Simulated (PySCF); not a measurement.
An equivalent PySCF input for Bi²⁺ (bismuth, charge +2), [Xe] 4f14 5d10 6s2 6p1, 2P determinant, with scalar relativity through the core potential:

```python
from pyscf import gto, scf, dft, mp, cc
import basis_set_exchange as bse
txt = bse.get_basis("cc-pVDZ-PP", elements=["Bi"], fmt="nwchem", header=False)
cut = txt.index("\nECP")
mol = gto.M(atom="Bi 0 0 0", charge=2, spin=1, symmetry="D2h",
            basis=gto.basis.parse(txt[:cut]),
            ecp={"Bi": gto.basis.parse_ecp(txt[cut:])})
mf = dft.UKS(mol, xc="M06L")
mf.irrep_nelec = {'Ag': (4, 4), 'B1g': (1, 1), 'B2g': (1, 1), 'B3g': (1, 1), 'B1u': (1, 1), 'B2u': (2, 1), 'B3u': (1, 1)}
mf.kernel()
```

It reaches the same state as the run whose output follows, with an energy that differs only through the grid. The run itself started from symmetry-adapted Hartree-Fock orbitals and held the occupation by maximum overlap, on a logarithmic radial grid, so the iterations belong to that start.

```
SCF conv_tol = 1e-09
number electrons alpha = 11  beta = 10
XC functionals = M06L
    Y. Zhao and D. G. Truhlar.,  J. Chem. Phys. 125, 194101 (2006)
    Y. Zhao and D. G. Truhlar.,  J. Chem. Phys. 125, 194101 (2006)
    Y. Zhao and D. G. Truhlar.,  Theor. Chem. Acc. 120, 215 (2008)
cycle= 1 E= -213.850538162858  delta_E= -0.00513  |g|= 0.00646  |ddm|= 0.411
cycle= 2 E= -213.850564593321  delta_E= -2.64e-05  |g|= 0.00214  |ddm|= 0.0352
cycle= 3 E= -213.850566748549  delta_E= -2.16e-06  |g|= 0.000349  |ddm|= 0.00951
cycle= 4 E= -213.850566829064  delta_E= -8.05e-08  |g|= 1.23e-05  |ddm|= 0.00247
cycle= 5 E= -213.850566829322  delta_E= -2.58e-10  |g|= 5.02e-07  |ddm|= 0.000215
converged SCF energy = -213.850566829322  <S^2> = 0.75069722  2S+1 = 2.0006971
```

Energies and moments cover only the electrons outside the core potential. Spin-orbit coupling, absent here, splits the open shell strongly.
